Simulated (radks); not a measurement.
The numbers below are computed, except where a source is named.
Q: These are the eigenvalues of the occupied orbitals of an atom or ion with whole-number occupations (eV). Level of theory: non-relativistic Kohn-Sham, LB94 model potential, spin-polarised, spherical densities, point nucleus (a radial shooting solver on a logarithmic mesh with Libxc functionals).

| orbital | eigenvalue |
|---|---|
| 1s down | -19456.91 |
| 1s up | -19456.89 |
| 2s up | -2735.450 |
| 2s down | -2735.376 |
| 2p up | -2525.756 |
| 2p down | -2525.741 |
| 3s up | -489.1984 |
| 3s down | -489.0228 |
| 3p up | -407.8754 |
| 3p down | -407.6790 |
| 3d up | -258.5665 |
| 3d down | -258.3161 |
| 4s up | -86.1660 |
| 4s down | -85.9722 |
| 4p up | -63.0522 |
| 4p down | -62.7346 |
| 4d up | -28.3989 |

Which element is it, and in what charge state? The configuration may be excited. Open shells, if any, are filled with parallel spins first.

A: Z = 42, molybdenum, charge +2: Mo2+ in [Kr] 4d4. The list shows which subshells hold electrons but not how many an open one holds; the 1s level, -715.03 hartree, gives Z - s = 37.8 by -(Z - s)^2/2, which with screening narrows Z to a few neighbours, and the depths of the outer levels then fix element, charge and occupations together.
